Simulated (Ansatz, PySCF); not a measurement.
Gas-phase reaction (SMILES): CC[O][GeH3] -> [CH2][O][GeH3] + [CH3] (CH3); the C-C bond at the site shown breaks (other sites are not compared here).

Each molecule is optimised on its own at B3LYP-D3(BJ)/def2-TZVP (Ansatz, an electronic-structure program), one conformer each, not searched for the lowest. Correlated levels leave the core frozen unless marked. UHF or UKS for open shells. Spin-orbit coupling is left out. Frozen are the shells of the preceding noble gas and the d and f shells that filled before the atom's block. Non-relativistic. CBS marks a two-point X^-3 extrapolation of the correlation energy; Hartree-Fock from the larger set. Thermal terms are rigid-rotor harmonic-oscillator values from B3LYP-D3(BJ) frequencies (PySCF) at 298.15 K and 1 atm. 1 Eh = 627.5095 kcal/mol. Electronic entropy comes from spin alone.

```
species         E, CCSD(T)/CBS(aug-cc-pVTZ,aug-cc-pVQZ) (Ansatz) (Eh)  E, wB97M-V/def2-TZVPD (Ansatz) (Eh)  H - E (Eh)  G - E (Eh)
--------------  -----------------------------------------------------  -----------------------------------  ----------  ----------
CC[O][GeH3]                                               -2231.60722                          -2233.11656     0.10066     0.06195
[CH2][O][GeH3]                                            -2191.68056                          -2193.15095     0.05705     0.02138
[CH3] (CH3)                                                 -39.77863                            -39.81778     0.03371     0.01164
```

**Question.** Work out ΔE and ΔH, ΔG, ΔS and the equilibrium constant at 298.15 K at the first level, then ΔH at the second.

**Answer.** 
1. ΔE = [(-2191.68056) + (-39.77863)] - [(-2231.60722)] = 0.14803 Eh = 92.9 kcal/mol at CCSD(T)/CBS(aug-cc-pVTZ,aug-cc-pVQZ).
2. The terms H - E add up to -0.00990 Eh, so ΔH = (0.14803 + (-0.00990))×627.5095 = 86.7 kcal/mol.
3. The terms G - E add up to -0.02893 Eh, so ΔG = 74.7 kcal/mol, and ΔS = (-0.00990 - (-0.02893))×627509.5/298.15 = 40.1 cal/(mol K).
4. log10 K = -ΔG/(RT ln 10) = -54.8, with RT ln 10 = 1.3642 kcal/mol.
5. With ΔH and ΔS taken as constant, ΔG changes sign near ΔH/ΔS = 2160 K, a rough figure that leaves out heat capacities.
6. At wB97M-V/def2-TZVPD the same steps give ΔE = 92.8 and ΔH = 86.6 kcal/mol, a shift of -0.1 from the first level.
7. These values are not checked against measurement here, since the tables used lack a sound gas-phase enthalpy of formation for at least one species.
